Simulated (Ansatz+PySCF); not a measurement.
The numbers below are computed, except where a source is named.
Input for Ansatz (development build ahead of 0.2.0):

```yaml
crystal:
  periodic: [false, false, false]
  atoms:
    - { symbol: H, position_ang: [1.41421, 0.0, 0.0] }
    - { symbol: H, position_ang: [0.0, 1.41421, 0.0] }
    - { symbol: H, position_ang: [-1.41421, 0.0, 0.0] }
    - { symbol: H, position_ang: [0.0, -1.41421, 0.0] }
basis:
  gaussian: { orbitals: cc-pVDZ }
hamiltonian:
  xc: pbe
output:
  forces: true
```

The input is written out in the form of the current development build from the run's settings.

Output:

```json
{
 "Converged": "yes",
 "Total energy": "-1.96779 hartree",
 "Spin squared of the determinant": "0.000",
 "Stability test": "minimum among restricted orbitals"
}
```

Forces (eV/Å):
```
atom      Fx      Fy     Fz
  H1  -1.325  -2.476  0.000
  H2  -2.476  -1.325  0.000
  H3   1.325   2.476  0.000
  H4   2.476   1.325  0.000
```

Caution: an unrestricted determinant lies well below.
